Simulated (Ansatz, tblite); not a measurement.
Cost and result up the ladder for the cluster LaCl3 (4 atoms). Total charge 0; singlet. Geometry: PBE0-D4/def2-SVP.

```xyz
4

La    0.151    0.078    0.223
Cl    0.481   -2.495    0.424
Cl    1.505    1.343   -1.603
Cl   -2.138    1.074    0.956
```

Ansatz on 4 threads of Arm Neoverse V2 on a shared host; xTB runs through tblite on one thread. Times are rough, summed over both states, and most runs start from the orbitals of an earlier one. RPA@PBE/def2-TZVP serves as the yardstick here, not as an exact answer. The other state is a quintet at its own geometry.

In the def2 sets La takes a core potential; there is no spin–orbit coupling. The xTB rows come from tblite. Correlated methods freeze 15 core orbitals; core or outer-core shells of La are correlated, in sets that lack core-valence functions. HOMO above LUMO, or a gap near zero within one spin, warns that the state may not be the lowest or that an electron is smeared out. In the quintet, Cl2 and Cl4 lie 2.55 Å apart (atoms count from 1), so these atoms are partly bonded to each other. The structure comes from a short search, and lower isomers may exist.

Correlated methods converge slowly with the basis.

xTB has no spin-polarisation term.

```tsv
level	functions	wall time
GFN1-xTB	36	0.011 s
GFN2-xTB	36	0.015 s
BLYP-D4/def2-TZVP	151	8.9 s
RPA@PBE/def2-TZVP	151	13 s
```

Question: Estimate what each level gives for the quintet − singlet (eV).

Answer: 
| level | quintet − singlet (eV) | difference from RPA@PBE/def2-TZVP (eV) | remarks |
| --- | --- | --- | --- |
| GFN1-xTB | 6.96 | -1.12 | – |
| GFN2-xTB | 3.83 | -4.24 | – |
| BLYP-D4/def2-TZVP | 8.37 | 0.30 | gap within one spin near zero (quintet) |
| RPA@PBE/def2-TZVP | 8.07 | 0.00 | – |
